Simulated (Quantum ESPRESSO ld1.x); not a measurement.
Al+, configuration [Ne] 3s2 (the NIST ground configuration). Calculated with ld1.x of Quantum ESPRESSO 7.5: scalar-relativistic Kohn-Sham, exchange-only LDA, spin-polarised, spherical densities, point nucleus.

Normalised radial functions P(r) = r R(r), r in bohr:

```
   r/bohr * 1s, o 3s (the largest magnitude, 2.58, reaches the edge; | marks zero, & curves that meet)
  0.01302                             |o        *
  0.01656                             |o           *
  0.02105                             |o             *
  0.02697                             |o                *
  0.03429                             |o                   *
  0.04359                             | o                     *
  0.05541                             | o                       *
  0.07101                             | o                        *
  0.09027                             | o                        *
   0.1148                             |o                       *
   0.1471                             o                    *
   0.1869                            o|                *
   0.2377                           o |          *
   0.3045                          o  |     *
   0.3871                          o  |  *
   0.4922                          o  |*
   0.6307                           o *
   0.8018                             &
    1.019                             *  o
    1.306                             *    o
     1.66                             *      o
    2.111                             *      o
    2.705                             *     o
    3.439                             *   o
    4.371                             * o
    5.602                             *o
    7.121                             &
```

1s: eigenvalue -1510.5 eV, 0 radial nodes, <r> = 0.121 bohr, 90 % of the charge inside 0.216 bohr. 3s: eigenvalue -13.782 eV, 2 radial nodes at r = 0.162, 0.801 bohr, <r> = 2.40 bohr, 90 % of the charge inside 3.63 bohr.
